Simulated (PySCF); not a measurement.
Species: C8H7N.
Geometry (PBE0-D3(BJ)/def2-SVP, Å), atoms numbered from 1 in this order:
```
atom  x, y, z in Å
C1    -1.6579    2.3253    0.1773
C2    -0.9505    1.3491    0.0453
C3    -0.1254    0.1946   -0.1086
C4    -0.7676   -1.1172   -0.1850
C5    -2.0911   -1.3155   -0.1219
C6     1.2358    0.3281   -0.1824
C7     2.1893   -0.8252   -0.3435
C8     1.8135    1.6307   -0.1070
N9     2.3291    2.6696   -0.0507
H10   -2.2676    3.2028    0.2923
H11   -0.1030   -1.9765   -0.3021
H12   -2.7815   -0.4756   -0.0054
H13   -2.5138   -2.3205   -0.1854
H14    2.0055   -1.3668   -1.2845
H15    3.2271   -0.4703   -0.3583
H16    2.0909   -1.5445    0.4842
```

The closed-shell ground state was solved at several levels (PySCF, density fitting, gas phase, non-relativistic).

| level | basis functions | HOMO (eV) | LUMO (eV) | gap (eV) | dipole (D) |
| --- | --- | --- | --- | --- | --- |
| PBE0/pcSseg-1 | 188 | -7.04 | -2.44 | 4.60 | 4.37 |
| B3LYP/pcJ-1 | 313 | -6.83 | -2.59 | 4.24 | 4.36 |
| CAM-B3LYP/def2-SVPD | 236 | -8.21 | -1.43 | 6.78 | 4.41 |

Problem. Estimate the row for CAM-B3LYP/pcSseg-1, a basis of 188 functions; the other rows only guide the guess.

Solution. HOMO -8.18 eV, LUMO -1.39 eV, gap 6.79 eV, dipole 4.36 D.

Problem. How far do the dipole and the HOMO energy spread over the levels?

Solution. The dipole runs from 4.36 to 4.41 D (mean 4.38 D) and the HOMO from -8.21 to -6.83 eV.

One conformer stands for the species.
